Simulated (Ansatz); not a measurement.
Isolated molecules relaxed with PBE0-D4/def2-TZVP in Ansatz; ΔE leaves out vibrations. CBS: MP2 limit from def2 TZ/QZ plus the TZ coupled-cluster correction, frozen cores. This one scheme is used for every species. DFT in def2-TZVPP. B3LYP here is the variant with VWN-RPA as its local correlation; programs differ in this. HSE06 is defined as in plane-wave codes. Each species was taken in one conformer, which may not be the lowest.

Consider the hydrogenolysis of the Si–C bond: `C[SiH2][SiH2]N` + H₂ → `N[SiH2][SiH3]` + CH₄.

```tsv
level	ΔE (kcal/mol)	difference from CCSD(T)/CBS
LDA (SPW92)	-6.9	0.2
PBE-D4	-6.7	0.4
BLYP-D4	-7.3	-0.2
r2SCAN-D4	-7.0	0.1
B97M-V	-8.6	-1.5
PBE0-D4	-7.3	-0.2
B3LYP-D4	-8.0	-0.9
r2SCANh-D4	-7.2	-0.1
r2SCAN0-D4	-7.5	-0.4
HSE06-D4	-7.3	-0.2
BHLYP-D4	-8.8	-1.7
CAM-B3LYP-D4	-8.6	-1.5
B2PLYP	-8.8	-1.7
PBE-QIDH	-7.7	-0.6
PBE	-7.9	-0.8
revPBE	-8.5	-1.4
BLYP	-9.8	-2.7
r2SCAN	-7.4	-0.3
PBE0	-8.4	-1.3
B3LYP	-9.9	-2.8
r2SCAN0	-7.9	-0.8
HSE06	-8.4	-1.3
BHLYP	-10.5	-3.4
LC-ωPBE	-8.3	-1.2
RPA@PBE/def2-TZVPP	-8.1	-1.0
HF/def2-SVP	-14.1	-7.0
MP2/def2-SVP	-9.3	-2.2
CCSD/def2-SVP	-11.3	-4.2
CCSD(T)/def2-SVP	-10.6	-3.5
HF/def2-TZVPP	-12.6	-5.5
MP2/def2-TZVPP	-6.5	0.6
SCS-MP2/def2-TZVPP	-7.8	-0.7
CCSD/def2-TZVPP	-8.7	-1.6
CCSD(T)/def2-TZVPP	-7.8	-0.7
HF/def2-QZVPP	-12.6	-5.5
MP2/def2-QZVPP	-6.1	1.0
SCS-MP2/def2-QZVPP	-7.5	-0.4
HF/CBS(def2)	-12.6	-5.5
MP2/CBS(def2)	-5.8	1.3
CCSD/CBS(def2)	-8.1	-1.0
CCSD(T)/CBS	-7.1	0
```

Largest T1 diagnostic among the species: 0.011.

In def2-TZVPP, CCSD(T) changes the Hartree–Fock value by +4.9 kcal/mol (the triples alone add +0.9 kcal/mol) and MP2 by +6.2 kcal/mol. At CCSD(T), def2-SVP lies −3.5 kcal/mol from the extrapolated value and def2-TZVPP −0.7 kcal/mol.

CCSD(T)/CBS has its own doubt, a few kJ/mol and more with outer-core shells, so smaller differences from it don't rank the levels.
